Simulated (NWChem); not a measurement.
Molecule: 1,1,1-trifluoroethane (C2H3F3); SMILES FC(F)(C)F

Q: Give the equilibrium geometry at B3LYP/6-31G* (spherical d) (NWChem) as a list of bonds and angles, with the point group.

A: point group C3v; any orientation.
Bond lengths (Å): C1–C2 1.507, C1–H6 1.092, C1–H7 1.092, C1–H8 1.092, C2–F3 1.352, C2–F4 1.352, C2–F5 1.352. Bond angles (°): C2–C1–H6 109.6, C2–C1–H7 109.6, C2–C1–H8 109.6, H6–C1–H7 109.4, H6–C1–H8 109.4, H7–C1–H8 109.4, C1–C2–F3 111.5, C1–C2–F4 111.5, C1–C2–F5 111.5, F3–C2–F4 107.3, F3–C2–F5 107.3, F4–C2–F5 107.3.
